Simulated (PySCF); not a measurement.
B3LYP has the VWN-RPA correlation part, as in Gaussian. Delta-SCF ions had no search for a lower state. Excitations are Tamm–Dancoff values on a coarser integration grid. The basis has no diffuse functions, so Rydberg states are missing or too high.

Cartesian coordinates (Å):
```xyz
7

O     -0.8002     1.4916    -0.2678
Al     0.0000     0.0000    -0.2493
O     -0.8747    -1.4266     0.0065
O      1.6748    -0.0650    -0.4866
H     -0.3472     2.3240    -0.4086
H     -1.8225    -1.4386     0.1454
H      2.1698    -0.8853    -0.4843
```
Charge 0, multiplicity 1.

Question: Predict the vertical ionisation energy (Delta-SCF), HOMO and T1 excitation (TDA) from B3LYP-D3(BJ)/def2-TZVP in PySCF.

Answer: 
```yaml
vertical ionisation energy (Delta-SCF): 11.27 eV
HOMO: -8.73 eV
T1 excitation (TDA): 6.41 eV
```
